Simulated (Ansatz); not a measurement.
`[NH2][SnH]([F])[O][SiH3]` + `C=C([SiH3])[SiH3]` → `[SiH3]C=C([SiH3])[SiH3]` + `[NH2][SnH]([OH])[F]`  (formal exchange of groups at the Si–O bond)

Calculated with Ansatz (gas phase, PBE0-D4/def2-TZVP geometries, no zero-point term in ΔE). CCSD(T)/CBS is the MP2 limit (def2-TZVPP, def2-QZVPP) plus CCSD(T) − MP2 in def2-TZVPP, frozen cores. DFT in def2-TZVPP. B3LYP here is the variant with VWN-RPA as its local correlation; programs differ in this. Elements past krypton have def2 core potentials. For Sn outer-core shells are correlated without core-valence functions, which leaves a few kJ/mol of doubt a bond. One conformer a species, not always the lowest.

```csv
level,ΔE (kJ/mol),difference from CCSD(T)/CBS
r2SCAN-D4,110.3,-5.3
B3LYP-D4,112.4,-3.2
ωB97X-V,114.4,-1.2
ωB97M-V,113.2,-2.4
B2PLYP,118.6,3.0
PBE,97.1,-18.5
r2SCAN,111.1,-4.5
PBE0,105.4,-10.2
B3LYP,117.2,1.6
HF/def2-TZVPP,143.7,28.1
CCSD/def2-TZVPP,120.1,4.5
HF/def2-QZVPP,145.9,30.3
MP2/def2-QZVPP,117.5,1.9
SCS-MP2/def2-QZVPP,122.2,6.6
HF/CBS(def2),146.2,30.6
CCSD/CBS(def2),120.0,4.4
CCSD(T)/CBS,115.6,0
```

Largest T1 diagnostic among the species: 0.014.

The D4 term adds −4.7 kJ/mol with B3LYP and −2.5 kJ/mol with PBE0; it sums over pairs of atoms, weighted by their polarisabilities, and B3LYP, whose exchange is more repulsive, gets the larger term. In def2-TZVPP, CCSD(T) changes the Hartree–Fock value by −27.9 kJ/mol (the triples alone add −4.4 kJ/mol) and MP2 by −26.9 kJ/mol. From PBE to PBE0 (25 % exact exchange), in def2-TZVPP and without D4, ΔE moves by +8.4 kJ/mol.
